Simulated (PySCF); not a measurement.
**Electron correlation in Sc (scandium, neutral)**

[Ar] 3d2 4s1, high-spin 4F determinant (an excited configuration). Computed with PySCF 2.14 in def2-QZVPPD, with no relativity, point nucleus. Frozen: [Ar]; 3 electrons correlated.

```
  level  correlation energy (mhartree)
   CCSD                         -19.41
    (T)                          -0.31
CCSD(T)                         -19.72
```

Diagnostics: T1 = 0.019, D1 = 0.0299, largest double amplitude 0.047.

Task: Is a single reference adequate?

Result: Yes: T1 lies below 0.03 and no double amplitude reaches 0.07.
